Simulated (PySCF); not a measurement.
F₂H₅NSi₂, SMILES N[SiH2][SiH](F)F.

Coordinates come from a PBE-D3(BJ)/def2-SVP optimisation. The structure was generated by enumeration, and PubChem lists no compound with its InChIKey, so it may never have been made. The values are those of a single conformer.

All values below come from PySCF with TDA-CAM-B3LYP/def2-SVPD.

Vertical excitations. The molecule is in vacuum. State labels are in the subgroup Cs.

```csv
state,symmetry,energy (eV),λ (nm),f,main pairs
S1,A',5.67,219,0.055,HOMO→LUMO 95 %
S2,A",6.24,199,0.012,HOMO→LUMO+1 94 %
S3,A',7.12,174,0.014,"HOMO→LUMO+2 72 %, HOMO−1→LUMO 15 %"
S4,A',7.59,163,0.016,"HOMO−1→LUMO 45 %, HOMO→LUMO+3 19 %, HOMO→LUMO+5 18 %, HOMO→LUMO+2 14 %"
S5,A',7.81,159,0.220,"HOMO→LUMO+4 48 %, HOMO→LUMO+3 33 %, HOMO→LUMO+2 11 %"
S6,A",7.92,157,0.002,"HOMO→LUMO+7 56 %, HOMO−1→LUMO+1 38 %"
S7,A",8.13,153,0.002,HOMO−2→LUMO 82 %
S8,A',8.14,152,0.012,"HOMO→LUMO+5 74 %, HOMO−1→LUMO 14 %"
S9,A',8.24,150,0.161,"HOMO→LUMO+3 36 %, HOMO→LUMO+4 31 %, HOMO−1→LUMO 17 %"
S10,A",8.35,149,0.022,"HOMO→LUMO+8 48 %, HOMO−1→LUMO+1 21 %, HOMO→LUMO+7 11 %"
T1,A',5.02,247,0,HOMO→LUMO 92 %
T2,A",5.54,224,0,HOMO→LUMO+1 87 %
T3,A',6.54,190,0,"HOMO→LUMO+2 41 %, HOMO−1→LUMO 33 %, HOMO→LUMO+4 9 %"
T4,A',6.91,179,0,"HOMO→LUMO+3 31 %, HOMO→LUMO+4 23 %, HOMO−1→LUMO 16 %, HOMO→LUMO+2 14 %"
```
Triplets are in the Tamm–Dancoff approximation.
